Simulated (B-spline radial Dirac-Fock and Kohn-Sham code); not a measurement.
**What relativity does to the binding energies of Re²¹⁺**

System: rhenium as Re²¹⁺, configuration [Kr] 4d10 4f8.

Both columns are ΔSCF binding energies of the configuration average from a radial finite-basis atomic code: non-relativistic Hartree-Fock with a point nucleus, and Dirac-Fock with a finite nucleus and the Coulomb interaction alone, averaged over the two j levels with weights 2j+1.

| shell | Hartree-Fock (eV) | Dirac-Fock (eV) | shift (eV) | shift (%) |
| --- | --- | --- | --- | --- |
| 1s | 66626.9 | 72642.8 | +6015.90 | +9.03 |
| 2s | 11583.5 | 13183.9 | +1600.40 | +13.82 |
| 2p | 11112.5 | 11647.8 | +535.35 | +4.82 |
| 3s | 3150.8 | 3549.6 | +398.77 | +12.66 |
| 3p | 2932.1 | 3083.2 | +151.07 | +5.15 |
| 3d | 2529.1 | 2514.1 | -15.08 | -0.60 |
| 4s | 1091.5 | 1199.3 | +107.84 | +9.88 |
| 4p | 996.6 | 1037.9 | +41.33 | +4.15 |
| 4d | 823.4 | 822.5 | -0.91 | -0.11 |
| 4f | 603.5 | 594.6 | -8.91 | -1.48 |

Relativity binds 1s, 2s, 2p, 3s, 3p, 4s, 4p more strongly, among those listed most of all 2s in relative terms, and 3d, 4d, 4f more weakly, because the contracted s and p shells screen the nucleus better.

Values without a named source are computed, but for edge energies of neutral atoms, which are taken from tables.
